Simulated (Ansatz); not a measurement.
Cost and result up the ladder for 4CzIPN (C56H32N6) (94 atoms). The state is a singlet with charge 0. Geometry: PBE-D4/def2-SVP.

Cartesian coordinates in Å:
```
N -1.471 3.649 -2.425
C -0.905 2.855 -1.773
C -0.231 1.900 -0.949
C 0.771 2.342 -0.051
N 1.210 3.673 -0.080
C 1.828 4.309 -1.171
C 2.182 3.781 -2.420
C 2.823 4.637 -3.326
C 3.110 5.978 -2.991
C 2.769 6.491 -1.733
C 2.123 5.653 -0.807
C 1.661 5.835 0.557
C 1.651 6.928 1.441
C 1.088 6.768 2.714
C 0.527 5.533 3.105
C 0.522 4.429 2.242
C 1.104 4.594 0.978
C 1.327 1.427 0.877
C 2.446 1.826 1.671
N 3.383 2.152 2.299
C 0.862 0.083 0.935
N 1.417 -0.787 1.883
C 1.937 -2.070 1.625
C 2.289 -2.650 0.401
C 2.793 -3.958 0.424
C 2.967 -4.654 1.640
C 2.657 -4.048 2.863
C 2.139 -2.741 2.863
C 1.738 -1.825 3.914
C 1.676 -1.931 5.313
C 1.184 -0.850 6.057
C 0.748 0.326 5.412
C 0.802 0.456 4.017
C 1.308 -0.624 3.282
C -0.122 -0.370 0.008
N -0.560 -1.702 0.037
C -1.135 -2.354 1.143
C -1.460 -1.842 2.405
C -2.049 -2.715 3.329
C -2.328 -4.058 2.995
C -2.038 -4.550 1.716
C -1.440 -3.694 0.775
C -1.044 -3.855 -0.610
C -1.083 -4.934 -1.509
C -0.575 -4.761 -2.803
C -0.006 -3.530 -3.193
C 0.051 -2.442 -2.312
C -0.498 -2.611 -1.035
C -0.656 0.542 -0.948
N -1.632 0.135 -1.869
C -2.809 -0.576 -1.568
C -3.422 -0.785 -0.326
C -4.603 -1.538 -0.305
C -5.172 -2.042 -1.494
C -4.579 -1.786 -2.737
C -3.386 -1.044 -2.781
C -2.534 -0.586 -3.861
C -2.565 -0.763 -5.255
C -1.537 -0.216 -6.033
C -0.479 0.496 -5.430
C -0.427 0.687 -4.041
C -1.466 0.148 -3.271
H 1.976 2.733 -2.681
H 3.108 4.252 -4.316
H 3.613 6.623 -3.726
H 3.007 7.532 -1.469
H 2.074 7.896 1.133
H 1.076 7.614 3.416
H 0.082 5.432 4.106
H 0.069 3.475 2.546
H 2.181 -2.110 -0.548
H 3.058 -4.444 -0.526
H 3.364 -5.680 1.624
H 2.820 -4.581 3.812
H 2.002 -2.855 5.814
H 1.133 -0.918 7.153
H 0.365 1.165 6.012
H 0.458 1.379 3.530
H -1.268 -0.795 2.676
H -2.294 -2.340 4.334
H -2.788 -4.719 3.744
H -2.279 -5.589 1.446
H -1.504 -5.902 -1.196
H -0.607 -5.595 -3.519
H 0.401 -3.414 -4.209
H 0.515 -1.498 -2.625
H -3.002 -0.377 0.602
H -5.093 -1.734 0.661
H -6.101 -2.629 -1.443
H -5.039 -2.156 -3.665
H -3.382 -1.331 -5.723
H -1.550 -0.344 -7.126
H 0.319 0.920 -6.057
H 0.404 1.243 -3.587
```

Ansatz on 11 threads of AMD EPYC 7R13 on a shared host and a whole NVIDIA H100 80GB HBM3. Times are rough, and most runs start from the orbitals of an earlier one. No level here is sound enough to serve as a yardstick. Binding counts from free atoms at the same level (N quartet, C triplet, H doublet; other spins of the atoms weren't run), without zero-point energy or a counterpoise term.

B3LYP takes the VWN-RPA correlation. Correlated methods freeze 62 core orbitals. The rows differ in basis, and correlated rows in double-zeta sets carry the largest basis error. Single mean-field runs in def2-SVP, def2-TZVP are fitted with def2-universal-jkfit.

Run but left out: HF/STO-3G (restricted singlet, unstable in another Hartree–Fock run and untested here).

Correlated methods converge slowly with the basis, most of all in double-zeta sets.

| level | functions | binding energy per atom (eV) | remarks |
| --- | --- | --- | --- |
| r2SCAN-D4/def2-SVP (with forces) | 1028 | 5.66 | – |
| PBE0-D4/def2-TZVP | 2114 | 5.65 | – |
| PBE0-D4/def2-SVP | 1028 | 5.75 | – |
| PBE-D4/def2-SVP (with forces) | 1028 | 5.90 | – |
| PBE-D4/def2-TZVP | 2114 | 5.79 | – |
| B3LYP-D4/def2-SVP | 1028 | 5.63 | – |
| MP2/def2-SVP | 1028 | 5.51 | restricted SCF unstable |

(1) Estimate how long each takes.

## Answers

(1) PBE-D4/def2-TZVP 18 s; PBE-D4/def2-SVP (with forces) 25 s; PBE0-D4/def2-SVP 26 s; B3LYP-D4/def2-SVP 28 s; r2SCAN-D4/def2-SVP (with forces) 29 s; PBE0-D4/def2-TZVP 39 s; MP2/def2-SVP 46 s. On shared hardware such times vary by a factor of up to 3.
